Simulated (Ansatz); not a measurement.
C$_{2}$H$_{5}$AlOS (`O/C(S)=[CH]/[AlH2]`). Total charge 0; spin multiplicity 1. Geometry: relaxed with PBE0-D4/def2-TZVP. It is one conformer, not always the lowest.

```xyz
10

O    -0.908   -1.806    0.738
C    -0.406   -0.580    0.485
S    -0.682    0.507    1.837
C     0.225   -0.215   -0.647
Al    0.963    1.499   -1.073
H    -0.732   -2.364   -0.029
H    -1.302   -0.412    2.593
H     0.308   -1.014   -1.388
H     0.871    2.694   -0.033
H     1.664    1.690   -2.483
```

(1) What is the dipole moment at PBE/def2-TZVPP? (Best estimate.)

(2) And with r2SCAN, B3LYP, ωB97M-V? (Estimate.)

(3) Give the Mulliken charges with PBE, B3LYP, ωB97M-V in def2-TZVPP. (Best estimate.)

## Answers

(1) Computed: 2.41 D, with components (-0.74, -2.29, 0.05) D in this frame, pointing from negative to positive charge.

(2) Ansatz gave: r2SCAN 2.43 D, B3LYP 2.24 D, ωB97M-V 2.19 D.

(3) Computed: 
| atom | PBE | B3LYP | ωB97M-V |
| --- | --- | --- | --- |
| O1 | -0.23 | -0.28 | -0.27 |
| C2 | 0.20 | 0.23 | 0.22 |
| S3 | -0.10 | -0.09 | -0.07 |
| C4 | -0.34 | -0.37 | -0.43 |
| Al5 | 0.33 | 0.41 | 0.40 |
| H6 | 0.20 | 0.20 | 0.19 |
| H7 | 0.12 | 0.12 | 0.13 |
| H8 | 0.05 | 0.05 | 0.06 |
| H9 | -0.12 | -0.14 | -0.11 |
| H10 | -0.12 | -0.14 | -0.11 |

B3LYP here is the variant with VWN-RPA as its local correlation; programs differ in this.
